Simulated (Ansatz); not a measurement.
# Stretch profile

MgNH$_{2}$Br (SMILES [NH2][Mg][Br]), singlet, at its PBE0-D4/def2-TZVP minimum:

N1  (-0.676, 0.563, -0.397)
Mg2  (0.639, -0.545, 0.347)
Br3  (2.278, -1.925, 1.274)
H4  (-0.864, 1.521, -0.142)
H5  (-1.327, 0.312, -1.125)
(Å)

The bond length N1–H4 (1.009 Å at the minimum) is set to the values below, the two halves moving rigidly along the bond. Each method's energies count from its own value at the PBE0-D4 minimum structure. Program: Ansatz 0.2.0. Basis: def2-TZVPP. Cores are frozen in the correlated methods. Filled d shells of the heavier atoms are correlated. The outer core shell of Li, Na, Mg and K is correlated. The def2 sets are not built for correlating such inner shells, so the correlated values are less sure here. B3LYP uses VWN-RPA correlation.

CCSD(T) energies along the scan:
| bond length (Å) | CCSD(T) (eV) |
| --- | --- |
| 0.908 | 0.288 |
| 0.928 | 0.177 |
| 0.958 | 0.065 |
| 0.992 | 0.007 |
| 1.031 | 0.011 |
| 1.072 | 0.079 |
| 1.116 | 0.208 |
| 1.162 | 0.389 |
| 1.210 | 0.612 |
They count from the CCSD(T) energy at the PBE0-D4 minimum.

Largest difference from the CCSD(T) curve over the scan: PBE-D4 0.063; r2SCAN-D4 0.002; B3LYP-D4 0.006; MP2 0.022 eV. Each curve counts from its own value at the minimum.

T1 diagnostic: at most 0.008.

For scale, one of the runs: CCSD(T)/def2-TZVPP, 139 basis functions (an equivalent command: `ansatz run in.yaml --threads 2`). Hardware: 2 CPU threads, shared host. Wall time 54 s; peak host memory 0.89 GiB.
